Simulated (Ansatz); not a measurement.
Compare A (`CC(F)[O][AlH2]`) with its isomer B (`CC[O][AlH][F]`).

Gas-phase electronic energies from Ansatz, PBE0-D4/def2-TZVP geometries. CCSD(T)/CBS adds triple-zeta CCSD(T) − MP2 to the extrapolated MP2 energy (def2 sets, frozen cores). DFT in def2-TZVPP. B3LYP here is the variant with VWN-RPA as its local correlation; programs differ in this. Each species was taken in one conformer, which may not be the lowest.

Q: Which is lower in electronic energy at CCSD(T)/CBS, and by how much? (Estimate.)

A: The calculation gave: B, by 52.7 kcal/mol.

Q: Give E(B) − E(A) in kcal/mol with PBE0-D4, ωB97M-V, HF/def2-TZVPP, B3LYP-D4, MP2/def2-TZVPP, r2SCAN-D4, CCSD(T)/def2-SVP. (Best estimate.)

A: The calculation gave: PBE0-D4 -49.2, ωB97M-V -49.7, HF/def2-TZVPP -50.2, B3LYP-D4 -50.6, MP2/def2-TZVPP -54.2, r2SCAN-D4 -50.1, CCSD(T)/def2-SVP -47.5. None reverses the order clearly.

Q: Does the order hold for the free energy at 298.15 K (harmonic terms from PBE0-D4)? (Best estimate.)

A: Ansatz gave: Yes: G(B) − G(A) = -50.4 kcal/mol, for one conformer each. Modes under 60 cm⁻¹, often nearly free rotors, make the harmonic entropy too high.

Largest T1 diagnostic: 0.012.

In def2-TZVPP, CCSD(T) changes the Hartree–Fock value by −1.3 kcal/mol (the triples alone add +0.3 kcal/mol) and MP2 by −4.0 kcal/mol. From BLYP to BHLYP (50 % exact exchange), in def2-TZVPP and without D4, E(B) − E(A) moves by −0.7 kcal/mol.
